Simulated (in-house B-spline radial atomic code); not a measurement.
How numerical settings move a run on Yb III (Yb2+), [Xe] 4f14. Computed with a B-spline radial code for spherical atoms: Dirac-Hartree-Fock, average of configuration, Fermi nucleus of rms radius 5.3108 fm.

Command:
```bash
python run_scf.py task.json out
```
Settings of the sound reference run:
```
Z                70
electrons        68
configuration    [Xe] 4f14
hamiltonian      dirac
method           hf
spin_polarised   False
nucleus          fermi
rms_radius       5.3108
mass_number      174
atomic_mass      173.9389
speed_of_light   137.036
knot_spacing     0.22
spline_order     8
gauss_points     12
box_radius       22.22
max_iterations   70
damping          0.5
damped_steps     3
diis_vectors     10
tolerance        1e-08
start            Thomas-Fermi
```

Time taken, with all properties: 2.1 s on 1 thread of Arm Neoverse N1 (shared host).

It converges in 10 iterations to -14067.023446 hartree, with 4f7/2 at -27.3785 eV. The other runs change the listed settings, some to values that make no sense; their results aren't properties of the atom or ion. Radii are in bohr (the nuclear one in fm), a minus after a letter asks for a j subshell, and «unchanged» means within 1e-8 hartree. The run stops when the residual is below 10 × tolerance × max(1, Z/10), or a noise floor if that is larger, and the energy moves by less than 1e-8 × √|E| hartree; so very loose and very tight tolerances often act alike.

```tsv
changed settings	outcome
damping = 0.8	converged in 11 iterations, energy unchanged, 4f7/2 level +3.7e-05 eV
diis_vectors = 1	not converged after 70 iterations, last residual 3.9e+00, last energy +5.78e+02 hartree from the reference
gauss_points = 4, max_iterations = 60, start = bare nucleus	converged in 15 iterations, energy +7.29e-06 hartree from the reference, 4f7/2 level +6.0e-05 eV
speed_of_light = 77.01423	converged in 13 iterations to -16820.0671 hartree, a different physical problem
diis_vectors = 2	converged in 12 iterations, energy unchanged, 4f7/2 level +7.3e-05 eV
gauss_points = 6, max_iterations = 8, damping = 0.95, tolerance = 1e-13	not converged after 8 iterations, last residual 2.1e-04, last energy +9.75e-07 hartree from the reference
first_knot = 0.0143, max_iterations = 60, damped_steps = 0, diis_vectors = 4, tolerance = 1e-05	converged in 8 iterations, energy +5.51e+00 hartree from the reference, 4f7/2 level -4.8e-02 eV
damped_steps = 0	converged in 9 iterations, energy unchanged, 4f7/2 level +3.7e-05 eV
damped_steps = 8	converged in 14 iterations, energy unchanged, 4f7/2 level +4.6e-05 eV
diis_vectors = 20	converged in 10 iterations, energy unchanged
spline_order = 10, gauss_points = 4, max_iterations = 5	not converged after 5 iterations, last residual 3.3e-02, last energy +2.79e-02 hartree from the reference
electrons = 69, configuration = [Kr] 4d10 4f14 5s2 5p7, max_iterations = 100	stopped with error: shell 5p holds at most 6 electrons
knot_spacing = 0.15, spline_order = 4, gauss_points = 4, max_iterations = 75	converged in 10 iterations, energy +8.72e-04 hartree from the reference, 4f7/2 level -1.7e-04 eV
```

(1) What happens with electrons = 69, configuration = [Xe] 4f14 2f1, max_iterations = 60?

(2) What happens with damping = 0.95?

(3) What happens with damped_steps = 1?

(4) What happens with damping = 0.2?

Answers

(1) Stopped with error: there is no 2f shell.

(2) Converged in 11 iterations, energy unchanged, 4f7/2 level +2.4e-05 eV.

(3) Converged in 9 iterations, energy unchanged, 4f7/2 level +3.0e-05 eV.

(4) Converged in 11 iterations, energy unchanged, 4f7/2 level +6.1e-05 eV.
